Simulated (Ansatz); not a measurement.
A nudged elastic band was laid between two geometries of GeH₇NSSi (11 atoms, charge 0, multiplicity 1).

These are results of RHF/def2-SVP in Ansatz, not measurements.

```
movable images  : 2
climbing image  : no
spring          : 5.0 eV/Å²
optimiser       : quadratic models (default)
start path      : through a guess of the saddle point
force threshold : 0.05 eV/Å
iteration limit : 60
end points      : relaxed
```

First end point:

```xyz
11
Properties=species:S:1:pos:R:3
N -0.614 2.401 -0.830
Si -0.472 0.700 -0.687
S 1.203 0.134 0.574
Ge 0.765 -2.007 1.068
H -0.843 2.971 -0.039
H -0.056 2.904 -1.493
H -1.696 0.135 -0.082
H -0.272 0.148 -2.042
H 0.499 -2.805 -0.214
H 2.009 -2.538 1.779
H -0.458 -2.099 1.986
```

Last end point:

```xyz
11
Properties=species:S:1:pos:R:3
N -0.564 2.409 -0.898
Si -0.569 0.729 -0.563
S 1.133 0.155 0.657
Ge 0.816 -2.036 0.998
H -0.790 3.075 -0.184
H 0.074 2.796 -1.566
H -1.806 0.384 0.167
H -0.508 -0.012 -1.840
H 0.857 -2.795 -0.333
H 1.960 -2.486 1.906
H -0.537 -2.277 1.678
```

Which bonds break or form, and what moves?

No bond is made or broken. The height of N1 over the plane of its neighbours goes from 0.18 to 0.18 Å.

What energy profile does the band end with?

The run converged. The highest image is number 1 of 0 to 3, 0.1 kcal/mol above the ends, which have the same energy within 2 meV. The top lies less than 8 meV above the higher end, about what the thresholds resolve: that end is a shoulder or a very shallow well. No image climbed, so the highest image needn't sit at the top of the path. So few images can step over the top or miss a turn of the path.

| image | path coordinate (Å) | energy (kcal/mol) | height of N1 over the plane of its neighbours (Å) |
| --- | --- | --- | --- |
| 0 | 0.00 | 0.0 | 0.18 |
| 1 | 0.32 | 0.1 | 0.17 |
| 2 | 0.65 | 0.1 | 0.17 |
| 3 | 0.98 | 0.0 | 0.18 |

What is the geometry of the highest image?


```xyz
11
Properties=species:S:1:pos:R:3
N -0.603 2.407 -0.818
Si -0.497 0.707 -0.642
S 1.194 0.138 0.595
Ge 0.775 -2.015 1.049
H -0.704 3.025 -0.037
H -0.150 2.857 -1.589
H -1.712 0.156 -0.006
H -0.332 0.139 -1.996
H 0.635 -2.811 -0.255
H 1.974 -2.516 1.853
H -0.514 -2.143 1.867
```

The band took 9 iterations and roughly 2.1 core-minutes.

Run time: 65 s on 2 threads of Intel(R) Xeon(R) Platinum 8259CL CPU @ 2.50GHz (Skylake/Cascade Lake), on a shared host, peak memory 0.31 GiB.
